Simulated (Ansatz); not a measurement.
`O=CBBr` and `CBC=O` differ in one atom or group.

Ansatz, PBE0-D4/def2-TZVP geometries, multiplicity 1. Each molecule was computed in one conformer, which needn't be the lowest.

Scalar relativity is left out up to krypton. Spin–orbit coupling is left out; it splits and shifts lone-pair levels of the heavy atoms by tenths of an eV.

| property | `O=CBBr` |
| --- | --- |
| zero-point energy (PBE0-D4/def2-TZVP) / kJ/mol | 81.7 |
| HOMO energy (ωB97M-V/def2-TZVPP) / eV | -9.80 |
| HOMO–LUMO gap (PBE/def2-TZVPP) / eV | 2.38 |
| HOMO–LUMO gap (PBE0/def2-TZVPP) / eV | 4.89 |
| HOMO energy (PBE/def2-TZVPP) / eV | -5.93 |
| HOMO–LUMO gap (ωB97M-V/def2-TZVPP) / eV | 9.34 |

Question: What does the change do to each property? (An estimate is asked.)

Answer: The calculation gave: 
| property | `CBC=O` | shift |
| --- | --- | --- |
| zero-point energy (PBE0-D4/def2-TZVP) / kJ/mol | 173.7 | 92.0 |
| HOMO energy (ωB97M-V/def2-TZVPP) / eV | -9.40 | 0.40 |
| HOMO–LUMO gap (PBE/def2-TZVPP) / eV | 2.98 | 0.60 |
| HOMO–LUMO gap (PBE0/def2-TZVPP) / eV | 5.52 | 0.63 |
| HOMO energy (PBE/def2-TZVPP) / eV | -5.50 | 0.43 |
| HOMO–LUMO gap (ωB97M-V/def2-TZVPP) / eV | 9.90 | 0.56 |

With PBE0 the HOMO rises by 0.43 eV and the LUMO rises by 1.06 eV, so the gap widens by about 0.63 eV. PBE moves the HOMO by 0.43 eV and ωB97M-V by 0.40 eV. The zero-point energy changes by 92.0 kJ/mol with +9 modes.
